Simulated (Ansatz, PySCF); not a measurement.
Sb(H)(SiH3)2 (H₇SbSi₂), SMILES [SiH3][SbH][SiH3]. Atoms are numbered in the order given.

```xyz
10

Sb    -0.4313    -0.5592     0.4088
H     -0.9842    -1.3022    -1.0398
Si    -0.9314     1.7861    -0.5619
H     -0.4880     1.9252    -1.9822
H     -0.2111     2.7980     0.2698
H     -2.3982     2.0595    -0.4808
Si     1.9759    -0.4377    -0.5311
H      2.0155     0.0303    -1.9498
H      2.6154    -1.7856    -0.4451
H      2.7579     0.5159     0.3135
```

Geometry: r2SCAN-D4/def2-SVP. The def2 effective core potentials stand for the cores of Sb; spin–orbit coupling is left out.

Two levels are set side by side: PBE-D3(BJ)/def2-SVP (Ansatz, a program for electronic structure) and r2SCAN-D4/def2-SVP (Ansatz). Each level has its own optimised geometry; the coordinates shown are those of the second. Frequencies come from the Hessian of PySCF at each geometry. Differences are taken from unrounded values.

```csv
quantity,r2SCAN-D4
mean bond length (Å),1.762
bond Sb1–Si3 (Å),2.587
bond Sb1–Si7 (Å),2.587
bond Sb1–H2 (Å),1.719
bond Si3–H4 (Å),1.494
bond Si3–H5 (Å),1.495
bond Si3–H6 (Å),1.494
bond Si7–H8 (Å),1.494
bond Si7–H9 (Å),1.494
bond Si7–H10 (Å),1.495
highest harmonic wavenumber (cm⁻¹),2225
mean harmonic wavenumber (cm⁻¹),1027
zero-point energy (kcal/mol),35.25
```

### Question
What does PBE-D3(BJ) give, and how far is it from r2SCAN-D4? (An estimate is asked for; the answer gives what the named calculation found.)

### Answer

| quantity | PBE-D3(BJ) | PBE-D3(BJ) minus r2SCAN-D4 |
|---|---|---|
| mean bond length (Å) | 1.775 | 0.013 |
| bond Sb1–Si3 (Å) | 2.603 | 0.016 |
| bond Sb1–Si7 (Å) | 2.603 | 0.016 |
| bond Sb1–H2 (Å) | 1.736 | 0.017 |
| bond Si3–H4 (Å) | 1.505 | 0.011 |
| bond Si3–H5 (Å) | 1.506 | 0.011 |
| bond Si3–H6 (Å) | 1.505 | 0.011 |
| bond Si7–H8 (Å) | 1.505 | 0.011 |
| bond Si7–H9 (Å) | 1.505 | 0.011 |
| bond Si7–H10 (Å) | 1.506 | 0.011 |
| highest harmonic wavenumber (cm⁻¹) | 2168 | -57 |
| mean harmonic wavenumber (cm⁻¹) | 995 | -32 |
| zero-point energy (kcal/mol) | 34.14 | -1.10 |
